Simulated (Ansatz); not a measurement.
Calculated with Ansatz (gas phase, PBE0-D4/def2-TZVP geometries, no zero-point term in ΔE). CBS: MP2 limit from def2 TZ/QZ plus the TZ coupled-cluster correction, frozen cores. This one scheme is used for every species. Functionals use def2-TZVPP. For Ge outer-core shells are correlated without core-valence functions, which leaves a few kJ/mol of doubt a bond. Scalar relativity is left out up to krypton. Each species was taken in one conformer, which may not be the lowest.

`[NH2][GeH2][SiH2]O` + `BN` → `BN[SiH2]O` + `[NH2][GeH3]`  (cleavage of the Si–Ge bond)

`[NH2][GeH2][SiH2]O`:

```xyz
11

N    -0.575    0.312   -1.481
Ge   -1.079   -0.227    0.250
Si    1.121   -0.182    1.197
O     1.943    0.488   -0.060
H    -0.565   -0.450   -2.148
H    -1.164    1.041   -1.860
H    -2.054    0.846    0.772
H    -1.821   -1.578    0.195
H     1.637   -1.538    1.531
H     1.216    0.656    2.421
H     1.340    0.632   -0.816
```

`BN`:

Cartesian coordinates in Å:
```
B -0.607 0.074 0.303
N 0.625 -0.076 -0.311
H -1.284 -0.895 0.492
H -0.964 1.170 0.629
H 1.244 0.693 -0.501
H 0.986 -0.966 -0.611
```

`BN[SiH2]O`:

Z-matrix (Å, degrees):
```
Si
N 1 1.740
O 1 1.642 2 112.8
H 1 1.479 2 109.7 3 115.3
H 1 1.481 2 105.6 3 -122.8
B 2 1.400 1 126.5 3 111.8
H 2 1.012 1 116.7 3 -68.1
H 3 0.958 1 117.8 2 -64.5
H 6 1.198 2 118.8 1 -0.3
H 6 1.198 2 119.9 1 179.9
```

`[NH2][GeH3]`:

```xyz
7

N     0.133    1.128   -0.244
Ge    0.071   -0.649    0.240
H     0.230    1.274   -1.240
H    -0.665    1.662    0.074
H    -0.026   -0.689    1.773
H    -1.121   -1.436   -0.355
H     1.379   -1.290   -0.247
```

| level | ΔE (kcal/mol) |
| --- | --- |
| B2PLYP | -11.4 |
| MP2/def2-QZVPP | -12.4 |

(1) What does CCSD(T)/CBS give? (Best estimate.)

Largest T1 diagnostic among the species: 0.012.

Answers

(1) Computed: -11.1 kcal/mol. The listed levels differ from it by -0.3, -1.3 kcal/mol.

In def2-TZVPP, CCSD(T) changes the Hartree–Fock value by +6.5 kcal/mol (the triples alone add +0.9 kcal/mol) and MP2 by +5.6 kcal/mol. From PBE to PBE0 (25 % exact exchange), in def2-TZVPP and without D4, ΔE moves by −2.3 kcal/mol.
